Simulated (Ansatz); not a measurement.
Isolated molecules relaxed with PBE0-D4/def2-TZVP in Ansatz; ΔE leaves out vibrations. CCSD(T)/CBS is the MP2 limit (def2-TZVPP, def2-QZVPP) plus CCSD(T) − MP2 in def2-TZVPP, frozen cores. This one scheme is used for every species. Functionals use def2-TZVPP. B3LYP here is the variant with VWN-RPA as its local correlation; programs differ in this. HSE06 is defined as in plane-wave codes. For Ge outer-core shells are correlated without core-valence functions, which leaves a few kJ/mol of doubt a bond. Scalar relativity is left out up to krypton. Each species was taken in one conformer, which may not be the lowest.

Consider the germylene formation by 1,1-elimination: `[OH][Ge]([OH])([Cl])[Cl]` → Cl₂ + `[OH][Ge][OH]`.

| level | ΔE (kJ/mol) | difference from CCSD(T)/CBS |
| --- | --- | --- |
| LDA (SPW92) | 362.5 | 0.4 |
| PBE-D4 | 335.1 | -27.0 |
| revPBE-D4 | 331.0 | -31.1 |
| r2SCAN-D4 | 378.7 | 16.6 |
| B97M-V | 381.8 | 19.7 |
| PBE0-D4 | 370.4 | 8.3 |
| B3LYP-D4 | 338.3 | -23.8 |
| r2SCANh-D4 | 385.7 | 23.6 |
| r2SCAN0-D4 | 395.7 | 33.6 |
| BHLYP-D4 | 377.8 | 15.7 |
| CAM-B3LYP-D4 | 354.3 | -7.8 |
| ωB97X-V | 374.2 | 12.1 |
| ωB97M-V | 356.5 | -5.6 |
| PBE | 324.9 | -37.2 |
| revPBE | 309.5 | -52.6 |
| BLYP | 285.7 | -76.4 |
| r2SCAN | 376.1 | 14.0 |
| PBE0 | 361.3 | -0.8 |
| B3LYP | 321.7 | -40.4 |
| r2SCANh | 382.9 | 20.8 |
| r2SCAN0 | 392.6 | 30.5 |
| HSE06 | 362.0 | -0.1 |
| BHLYP | 363.0 | 0.9 |
| CAM-B3LYP | 344.8 | -17.3 |
| LC-ωPBE | 379.2 | 17.1 |
| RPA@PBE/def2-TZVPP | 353.5 | -8.6 |
| HF/def2-SVP | 409.5 | 47.4 |
| MP2/def2-SVP | 421.1 | 59.0 |
| CCSD/def2-SVP | 393.1 | 31.0 |
| CCSD(T)/def2-SVP | 390.9 | 28.8 |
| HF/def2-TZVPP | 392.7 | 30.6 |
| MP2/def2-TZVPP | 404.7 | 42.6 |
| SCS-MP2/def2-TZVPP | 386.7 | 24.6 |
| CCSD/def2-TZVPP | 384.0 | 21.9 |
| CCSD(T)/def2-TZVPP | 382.9 | 20.8 |
| MP2/def2-QZVPP | 391.2 | 29.1 |
| SCS-MP2/def2-QZVPP | 376.1 | 14.0 |
| HF/CBS(def2) | 387.6 | 25.5 |
| MP2/CBS(def2) | 383.9 | 21.8 |
| CCSD/CBS(def2) | 363.2 | 1.1 |
| CCSD(T)/CBS | 362.1 | 0 |

(1) What do rigid-rotor, harmonic-oscillator terms from PBE0-D4/def2-TZVP frequencies (298.15 K, 1 bar) make of the CCSD(T)/CBS value? (Estimate.)

Largest T1 diagnostic among the species: 0.015.

Answers

(1) The calculation gave: ΔZPE = -6.9 kJ/mol, ΔH = +355.6 kJ/mol, ΔS = 135 J/(mol·K), ΔG = +315.4 kJ/mol.

The D4 term adds +16.6 kJ/mol with B3LYP and +9.0 kJ/mol with PBE0; it sums over pairs of atoms, weighted by their polarisabilities, and B3LYP, whose exchange is more repulsive, gets the larger term. At CCSD(T), def2-SVP lies +28.8 kJ/mol from the extrapolated value and def2-TZVPP +20.8 kJ/mol.
